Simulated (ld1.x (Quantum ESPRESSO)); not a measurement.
What one change does to a pseudopotential (Ce (Z = 58), TM)

ld1.x (Quantum ESPRESSO) 7.5 input, shortened:

```
&input
   title='Ce', zed=58., rel=1, dft='PBE', iswitch=3,
   config='[Xe] 4f1 5d1 5f-2 6s1.5 6p0.5'
 /
 &inputp
   pseudotype=2, tm=.true., lloc=1,
   nlcc=.true., new_core_ps=.true., rcore=2.35
 /
4
6S  1  0   1.50   0.00  3.30  3.30  0.0
5D  3  2   1.00   0.00  3.55  3.55  0.0
5F  4  3  -2.00   0.20  3.35  3.35  0.0
6P  2  1   0.50   0.00  3.45  3.45  0.0
 &test
   configts(1)='5d1 6s1.5 6p0.5'
 /
```

Change: fully relativistic.

Cutoffs: the cutoffs (Ry, on a coarse ladder) from which the occupation-weighted sum of valence levels, in a spherical-Bessel basis at the reference potential, stays within 10 and 1 mRy of its value at 400 Ry; they do not see the model core or the augmentation charge, which bear on the density cutoff. Errors are all-electron minus pseudo energies relative to the spin-unpolarised reference configuration.

Task: How do hardness, ghosts and transferability respond?

Result: The potential gets neither clearly harder nor softer (10 Ry and 15 Ry → 10 Ry and 15 Ry); both files keep a bound ghost (s); of the 7 tests that both files solve, the error grows in 4 and shrinks in 1 by more than 15 % and 0.3 meV (median size 6.3 → 14.1 meV). In the changed file the local p channel has no projectors, so it cannot carry the spin–orbit splitting, and the file is wrong for that shell.

```tsv
quantity	base	changed
cutoff, loose	10 Ry	10 Ry
cutoff, tight	15 Ry	15 Ry
bound ghosts	s	s
largest miss of a reference level, eV	0.00	0.14
error for 5d1 6s2 6p0, meV [ΔE -1.21 eV]	-1.2	+5.3
error for 5d1 6s1 6p0, meV [ΔE 4.86 eV]	-6.3	+7.0
error for 5d1 6s0 6p0, meV [ΔE 15.94 eV]	-52	-30
error for 5d1 6s1.5 6p0, meV [ΔE 1.23 eV]	-1.0	+8.7
error for 5d1 6s0 6p2, meV [ΔE 3.79 → 3.77 eV]	-8.0	-35
error for 5d1 6s0 6p1, meV [ΔE 7.91 → 7.90 eV]	0.0	-14
error for 5d2 6s1 6p0, meV [ΔE -0.32 → -0.31 eV]	-79	-73
s: phases at 3.84 bohr within 0.05 rad from the reference energy up to (Ry; the scan ends near 5)	2.2	2.2
```

 A true bound ghost makes a file unfit for plane-wave use even where its test errors are small: the radial tests pick states by their node count and pass the ghost by.
